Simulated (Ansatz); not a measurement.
Basis-set extrapolation for C$_{2}$H$_{6}$OSi (`O=CC[SiH3]`) (PBE0-D4/def2-TZVP geometry, frozen core, Ansatz 0.2.0). Multiplicity 1, RHF reference.

```csv
,def2-TZVPP,def2-QZVPP
HF,-443.086675,-443.102767
MP2 correlation,-0.688065,-0.736734
CCSD(T) correlation,-0.756252,not run
```

Energies in hartree. Use E(X) = E(∞) + A·exp(−7.88·√X) for Hartree–Fock and E(X) = E(∞) + B·X^(−2.97) for correlation, with X = 3 and 4, and add CCSD(T) minus MP2 of the smaller set to the MP2 limit.

**Question.** What is the CCSD(T) energy at the basis-set limit?

**Answer.** HF limit: -443.102767 + (-0.016092) × 0.13774 = -443.10498. MP2 limit: -0.736734 + (-0.048669) × 0.74074 = -0.77279. Higher-order term: -0.756252 − (-0.688065) = -0.06819. Total: -443.94596 hartree, 64.7 kcal/mol below CCSD(T)/def2-TZVPP.
